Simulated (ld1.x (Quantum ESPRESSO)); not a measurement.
# Which change was made? (F, TM semilocal)

fluorine (F), norm-conserving Troullier–Martins (semilocal form), made with ld1.x (Quantum ESPRESSO) 7.5 (LDA (PZ), scalar-relativistic). Core [He], reference 2s2 2p5. Waves: 2s (bound): rc 0.60 bohr; 2p (bound): rc 1.80 bohr; 3d channel at 0.4 Ry: rc 1.65 bohr. Local part: the d channel. Core correction: Bessel-smoothed model core inside 0.50 bohr.

Cutoffs, loose and tight: the cutoffs (Ry, on a coarse ladder) from which the occupation-weighted sum of valence levels, in a spherical-Bessel basis at the reference potential, stays within 10 and 1 mRy of its value at 400 Ry. They do not see the model core or the augmentation charge, which bear on the density cutoff. Test errors are all-electron minus pseudo excitation energies from the reference, over the configurations 2s2 2p4; 2s2 2p3; 2s2 2p2; 2s2 2p5.3; 2s1 2p6; 2s1 2p5; 2s2 2p4.5 (two spin-polarised tests are not counted in the largest error); variants that change the core or the reference have their own tests.

The base gives: outcome: generated; cutoff, loose: 180 Ry; cutoff, tight: 260 Ry; bound ghosts: none; largest test error (meV): +1773.

Question: After one change the result is: outcome: generated, overlap not positive; bound ghosts: not determined (overlap not positive); largest test error (meV): test run stopped at test 1 of 9 (negative rho). Which change was it?
A. wave 2p (bound): rc 1.80 bohr becomes 2p (bound): rc 2.00 bohr
B. type PAW, which also changes the form from semilocal to separable; waves now 2s (bound): rcut 0.50, rcutus 0.60 bohr; 2s channel at -1.75 Ry: rcut 0.50, rcutus 0.60 bohr; 2p (bound): rcut 1.55, rcutus 1.80 bohr; 2p channel at 0.75 Ry: rcut 1.55, rcutus 1.80 bohr; 3d channel at 0.4 Ry: rcut 1.45, rcutus 1.65 bohr; local potential all-electron potential smoothed inside 0.75 bohr (lloc = -1); augmentation BESSEL, radius 0.50 bohr
C. all radii but the core radius scaled by about 1.07 (s 0.64, p 1.92, d 1.76 bohr)

Answer: B. The others give: all radii but the core radius scaled by about 1.07 (s 0.64, p 1.92, d 1.76 bohr) → outcome: generated; cutoff, loose: 110 Ry; cutoff, tight: 260 Ry; bound ghosts: none; largest test error (meV): +2394 | wave 2p (bound): rc 1.80 bohr becomes 2p (bound): rc 2.00 bohr → outcome: generated; cutoff, loose: 180 Ry; cutoff, tight: 260 Ry; bound ghosts: none; largest test error (meV): +2900. A file whose overlap is not positive is unfit for use, and its test errors describe a broken file. In the semilocal form every listed channel keeps its own potential, so the choice of the local channel does not act on these tests. It acts once the file is put into the separable form.
